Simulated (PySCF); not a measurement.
## Quadrupolar nuclei of `CC#CC(=O)C[SiH2]O` in NMR

Species: C5H8O2Si.
Geometry (GFN2-xTB, Å), atoms numbered from 1 in this order:
```
atom  x, y, z in Å
C1     3.4625    0.7223   -0.0780
C2     2.1036    0.3150   -0.3322
C3     0.9657   -0.0331   -0.5182
C4    -0.3788   -0.4470   -0.7881
O5    -0.9359   -0.2002   -1.8474
C6    -1.0642   -1.1238    0.3394
Si7   -2.4618    0.0833    0.9044
O8    -3.1913    0.6055   -0.4357
H9     4.1215    0.2856   -0.8281
H10    3.7796    0.3951    0.9119
H11    3.5365    1.8078   -0.1376
H12   -1.5590   -2.0216   -0.0275
H13   -0.3775   -1.3871    1.1373
H14   -3.4396   -0.6611    1.6868
H15   -1.8432    1.1906    1.6335
H16   -2.7256    0.4778   -1.2729
```

Computed at PBE0/pcSseg-1 (PySCF, non-relativistic):

```json
{"atom": "O5", "environment": "ketone oxygen", "nucleus": "17O", "spin I": "5/2", "Q (b)": "-0.0256", "CQ = χzz (MHz)": "11.605", "η": "0.253"}
{"atom": "O8", "environment": "silanol oxygen", "nucleus": "17O", "spin I": "5/2", "Q (b)": "-0.0256", "CQ = χzz (MHz)": "-8.368", "η": "0.527"}
```

Which field gradients stand behind these couplings (CQ in MHz = 234.96 × Q in b × Vzz in au)?

The tensor is traceless, so η fixes the two smaller values:

```json
{"atom": "O5", "Vxx (au)": "0.721", "Vyy (au)": "1.209", "Vzz (au)": "-1.929", "Vzz (10²¹ V/m²)": "-18.75"}
{"atom": "O8", "Vxx (au)": "-0.329", "Vyy (au)": "-1.062", "Vzz (au)": "1.391", "Vzz (10²¹ V/m²)": "13.52"}
```

PQ = |CQ|√(1 + η²/3), νQ = 3|CQ|/[2I(2I − 1)], ν0 = |g|·7.62259 MHz/T·B with g(17O) = −0.75752: values at 16.45 T?

```csv
atom,PQ (MHz),νQ (MHz),ν0 (MHz),νQ/ν0
O5,11.73,1.741,94.99,0.018
O8,8.747,1.255,94.99,0.013
```

For O5: PQ = 11.61 × 1.0106, νQ = 11.61 × 0.1500, ν0 = 5.7742 MHz/T × 16.45 T.

Second-order quadrupolar shift of the central transition's centre of gravity (half-integer spins, νQ < ν0/10) at 16.45, 18.8 and 23.5 T.

From −(3/40)(PQ/ν0)²[I(I + 1) − 3/4]/[I(2I − 1)]², which goes as 1/B² (ppm):

```
     site  16.45 T  18.8 T  23.5 T
17O at O5    -91.5     -70   -44.8
17O at O8    -50.9     -39   -24.9
```

In the extreme-narrowing limit, with isotropic tumbling and one correlation time, the quadrupolar linewidth goes as PQ². What relative widths follow for the 17O sites?

O5 1, O8 0.56, with O5 as 1.

Quadrupolar 1/T1 and linewidth for τc = 1 ps (extreme narrowing, isotropic tumbling)?

Rate = (3π²/10) PQ² τc (2I + 3)/[I²(2I − 1)], the same for T1 and T2; width = rate/π.

```json
{"site": "17O at O5", "spin factor (2I + 3)/[I²(2I − 1)]": "0.320", "1/T1 (s⁻¹)": "130", "T1 (ms)": "7.67", "linewidth (Hz)": "41.5"}
{"site": "17O at O8", "spin factor (2I + 3)/[I²(2I − 1)]": "0.320", "1/T1 (s⁻¹)": "72.5", "T1 (ms)": "13.8", "linewidth (Hz)": "23.1"}
```

The couplings are those of the rigid, isolated species; surroundings and motion change them. GFN2-xTB bond lengths can be off by several hundredths of an ångström, more for odd bonds, and the gradients follow them. A larger basis could move these couplings by a tenth or more.

One conformer stands for the species.
